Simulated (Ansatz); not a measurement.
Consider the hydrogen abstraction from the O–H bond: `[OH][Ga]([Cl])[Cl]` + Cl• → `[O][Ga]([Cl])[Cl]`• + HCl.

Isolated molecules relaxed with PBE0-D4/def2-TZVP in Ansatz; ΔE leaves out vibrations. CCSD(T)/CBS adds triple-zeta CCSD(T) − MP2 to the extrapolated MP2 energy (def2 sets, frozen cores). This one scheme is used for every species, atoms too. Functionals use def2-TZVPP. No spin–orbit coupling; open shells (•) take unrestricted orbitals. Spin–orbit coupling would lower the free atoms: a little for Cl. Bonds to Ga are less sure, by a few kJ/mol each and by 10 to 20 or more in all where they break to atoms, as the def2 sets lack core-valence functions. Scalar relativity is left out up to krypton. One conformer a species, not always the lowest.

`[OH][Ga]([Cl])[Cl]`:

Z-matrix (Å, degrees):
```
Ga
O 1 1.765
Cl 1 2.123 2 120.6
Cl 1 2.109 2 118.8 3 -180.0
H 2 0.961 1 112.9 3 -0.1
```

`[O][Ga]([Cl])[Cl]`•:

Z-matrix (Å, degrees):
```
Ga
O 1 1.794
Cl 1 2.110 2 118.5
Cl 1 2.110 2 118.5 3 -180.0
```

HCl:

```xyz
2

Cl   -0.352    0.033   -0.533
H     0.352   -0.033    0.533
```

CCSD(T)/CBS gives +85.5 kJ/mol.

(1) Another level gave +81.3 kJ/mol. Which?
A. MP2/def2-TZVPP
B. ωB97X-V/def2-TZVPP
C. LDA (SPW92)/def2-TZVPP
D. r2SCAN0/def2-TZVPP

Largest T1 diagnostic among the species: 0.013.

## Answers

(1) C. LDA (SPW92) 81.3, r2SCAN0 64.6, MP2/def2-TZVPP 102.5, ωB97X-V 71.9 kJ/mol.

Leaving LDA and LC-ωPBE aside and taking each functional with its dispersion term where it has one, the values, not all of them listed here, spread over 24.3 kJ/mol, from B97M-V to B2PLYP. LDA lies +14.5 kJ/mol from PBE without D4. In def2-TZVPP, CCSD(T) changes the Hartree–Fock value by +31.7 kJ/mol (the triples alone add +0.9 kJ/mol) and MP2 by +51.3 kJ/mol.

CCSD(T)/CBS has its own doubt, a few kJ/mol and more with outer-core shells, so smaller differences from it don't rank the levels.
